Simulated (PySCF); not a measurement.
Isomers of C8H13P, one conformer each; single-point electronic energies without zero-point terms and without any empirical dispersion term.

Computed with PySCF at PBE0/pcSseg-1, non-relativistic, each on one gas-phase PBE0-D3(BJ)/def2-SVP geometry that isn't relaxed in the solvent. The solvent is an IEF-PCM continuum (van der Waals radii × 1.2). Specific hydrogen bonds and non-electrostatic terms are outside this model.

```csv
isomer,"relative energy, gas (kcal/mol)",dipole (D)
`C=CC1=C(C)CP(C)C1`,0.0,1.45
`CC(C)P1C=CCC=C1`,7.2,1.55
`C=CC1=C(C(C)C)P1C`,32.8,1.78
```

Question: How do the relative energies look in chloroform (ε = 4.711)?

Answer: 
```json
{"isomer": "`C=CC1=C(C)CP(C)C1`", "relative energy, solvent (kcal/mol)": "0.0", "E(solvent) − E(gas) (kcal/mol)": "-2.9", "dipole in solvent (D)": "1.85"}
{"isomer": "`CC(C)P1C=CCC=C1`", "relative energy, solvent (kcal/mol)": "7.4", "E(solvent) − E(gas) (kcal/mol)": "-2.6", "dipole in solvent (D)": "2.01"}
{"isomer": "`C=CC1=C(C(C)C)P1C`", "relative energy, solvent (kcal/mol)": "33.3", "E(solvent) − E(gas) (kcal/mol)": "-2.4", "dipole in solvent (D)": "2.25"}
```

The order is unchanged. Conformers: `[CH2:1]=[CH:2][C:3]1=[C:4]([CH3:5])[CH2:6][P:7]([CH3:8])[CH2:9]1` with C1–C2–C3–C4 177°, C3–C4–C6–P7 -14°, C4–C6–P7–C8 -80°, C6–P7–C9–C3 -18°, C2–C3–C9–P7 -168°; `[CH3:1][CH:2]([CH3:3])[P:4]1[CH:5]=[CH:6][CH2:7][CH:8]=[CH:9]1` with C1–C2–P4–C5 -77°, C2–P4–C5–C6 -118°, C5–C6–C7–C8 10°, C6–C7–C8–C9 -10°, C2–P4–C9–C8 119°; `[CH2:1]=[CH:2][C:3]1=[C:4]([CH:5]([CH3:6])[CH3:7])[P:8]1[CH3:9]` with C1–C2–C3–C4 -177°, C3–C4–C5–C6 0°. `C=CC1=C(C)CP(C)C1` gains most from the continuum, while `C=CC1=C(C(C)C)P1C` has the largest gas-phase dipole. The gains span 0.5 kcal/mol, the gas-phase energies 32.8 kcal/mol.
